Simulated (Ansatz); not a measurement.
Saddle point of SiNH$_{8}$OF, singlet (SiH₃F ([F][SiH3]) + H₂O + NH₃ → SiNH₄F ([NH2][SiH2][F]) + H₂O + H₂; bonds formed: Si1–N5, H2–H8, O9–H12; bonds broken: Si1–H2, N5–H12, H8–O9), PBE0-D4/def2-TZVP structure:

| atom | x (Å) | y (Å) | z (Å) |
| --- | --- | --- | --- |
| Si1 | -0.9741 | -0.7175 | 0.0292 |
| H2 | 0.7223 | -1.2424 | -0.1324 |
| H3 | -1.2063 | -1.8455 | -0.9134 |
| H4 | -2.3799 | -0.2118 | 0.2203 |
| N5 | -0.3132 | 0.8461 | -0.6710 |
| H6 | 1.8165 | 0.6659 | 1.4318 |
| F7 | -0.6681 | -0.8884 | 1.6103 |
| H8 | 1.3594 | -0.4951 | 0.2265 |
| O9 | 1.8301 | 0.5767 | 0.4727 |
| H10 | -0.9840 | 1.6053 | -0.6342 |
| H11 | -0.0032 | 0.7397 | -1.6328 |
| H12 | 0.8008 | 0.9669 | -0.0070 |

Energies are electronic, without zero-point energy. Barriers and step energies count from the start structure reached by relaxing down the imaginary mode; all methods use the PBE0-D4 structures, on which another method's saddle can fall below an end. Ansatz 0.2.0; basis: def2-TZVPP, with def2-QZVPP for the basis limit; cores frozen in the correlated methods. B3LYP uses VWN-RPA correlation. Extrapolation: Hartree–Fock as exp(−7.88 √X), correlation as X^−2.97.

```csv
method,barrier (kJ/mol),step energy (kJ/mol)
SPW92,84.5,2.0
PBE-D4,?,-13.3
BLYP-D4,145.9,-26.6
r2SCAN-D4,136.2,-20.9
B97M-V,155.4,-18.2
PBE0-D4,148.7,-13.1
B3LYP-D4,160.5,-24.7
r2SCAN0-D4,152.8,-19.2
BHLYP-D4,185.5,-24.3
CAM-B3LYP-D4,163.2,-23.2
wB97X-V,169.0,-19.3
wB97M-V,169.4,-19.1
B2PLYP,170.0,-24.3
PBE-QIDH,?,-16.0
RPA on PBE,?,-18.3
HF,248.6,-34.8
MP2,167.3,-24.1
CCSD,188.8,-20.6
CCSD(T),176.4,-19.7
```

Q: Fill in the withheld barriers. (An estimate is asked for; the value comes from the calculation.)

A: The calculation gives: RPA on PBE 176.7; PBE-D4 128.8; PBE-QIDH 164.6 kJ/mol. Each is the energy of the saddle less that of the start structure, by the same method.

For comparison, the barrier by CCSD(T) at an estimated basis limit (MP2 extrapolated from triple and quadruple zeta, plus CCSD(T) − MP2 in triple zeta) is 175.5 kJ/mol.

T1 diagnostic: at most 0.012.

Labels in which every atom is bracketed show which atoms are joined, not bond orders.

For scale, one of the runs: CCSD(T)/def2-TZVPP, 247 basis functions, launched by `ansatz run in.yaml --threads 4 --pin off --events-out ev --progress --plain --max-ram 9574MiB`. The run took 2.2 min on 4 CPU threads of an Arm Neoverse V1 (shared host), with 5.3 GiB of host memory at its peak.
